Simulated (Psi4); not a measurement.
Pair of molecules, SMILES N#N with SMILES [AsH3] (the first has 2 atoms); geometry from B3LYP-D3(BJ)/def2-TZVP.
(charge 0, multiplicity 1):
```xyz
6

N      0.24158    -0.23290    -1.00821
N      0.46010    -0.69625    -0.04515
As    -0.36854     0.08084     3.28316
H      1.11625    -0.25616     3.35399
H     -0.75177    -1.38739     3.13919
H     -0.51329     0.03153     4.80115
```

Computed with SAPT0/aug-cc-pVDZ run with Psi4.

Problem. Give the four SAPT terms and the total, and say what mostly holds the pair together.

Solution. electrostatics -0.55, exchange 1.23, induction -0.16, dispersion -1.18, total -0.66 kcal/mol; the largest attraction is dispersion.
